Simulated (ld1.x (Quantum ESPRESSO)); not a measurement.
# Logarithmic derivatives: B, ultrasoft

ld1.x (Quantum ESPRESSO) 7.5 input, shortened:

```
&input
   title='B', zed=5., rel=0, dft='PZ', iswitch=3,
   config='[He] 2s2 2p0.75 3d-2'
 /
 &inputp
   pseudotype=3, tm=.true., lloc=-2, rcloc=3.05,
   nlcc=.false.,
   which_augfun='PSQ', rmatch_augfun_nc=.true.
 /
5
2S  1  0   2.00   0.00  1.30  1.75  0.0
2S  1  0   0.00  -0.35  1.30  1.75  0.0
2P  2  1   0.75   0.00  2.80  3.55  0.0
2P  2  1   0.00   1.90  2.80  3.55  0.0
3D  3  2  -2.00   0.10  2.45  3.15  0.0
 &test
   configts(1)='2s2 2p0.75'
 /
```

The phase is arctan(r·u′/u) with u = r·R(r), unwrapped; energies in Ry, scanned from -3 to 5 Ry. A pole is an energy at which the radial function vanishes at the test radius. The pseudo phase is shifted by a multiple of π to meet the all-electron one at the reference energy, and phase errors are pseudo minus all-electron; the curves can meet again beyond the range given. Levels narrower than the energy grid can be missing from the lists of poles.

```csv
channel,radius (bohr),reference energy (Ry),"poles, all-electron","poles, pseudo",unbroken range about the reference energy with phases within 0.05 rad,phase error 1 Ry above the reference energy (rad)
s,3.85,-0.85,"-0.77, 1.72","-0.77, 1.70",below 3.0,-0.000
p,3.85,-0.43,"-0.31, 1.80","-0.29, 1.80",-0.5 to -0.2,+0.790
d,3.85,0.10,"1.23, 4.09","1.25, 4.50",below 2.0,+0.004
```

Phases in the d channel:

```csv
E (Ry),all-electron,pseudo
-3.00,1.423,1.423
-2.76,1.417,1.417
-2.52,1.410,1.410
-2.28,1.402,1.402
-2.04,1.393,1.393
-1.80,1.382,1.382
-1.56,1.369,1.369
-1.32,1.352,1.352
-1.08,1.332,1.332
-0.84,1.304,1.304
-0.60,1.265,1.265
-0.36,1.204,1.204
-0.12,1.095,1.096
0.12,0.844,0.844
0.36,0.032,0.033
0.60,-1.019,-1.016
0.84,-1.367,-1.364
1.08,-1.512,-1.507
1.32,-1.601,-1.594
1.56,-1.676,-1.665
1.80,-1.761,-1.740
2.04,-1.897,-1.845
2.28,-2.240,-2.052
2.52,-3.445,-2.705
2.76,-4.252,-3.920
3.00,-4.473,-4.345
3.24,-4.570,-4.496
3.48,-4.626,-4.573
3.72,-4.666,-4.622
3.96,-4.697,-4.657
4.20,-4.724,-4.684
4.44,-4.750,-4.707
4.68,-4.778,-4.728
4.92,-4.810,-4.749
```
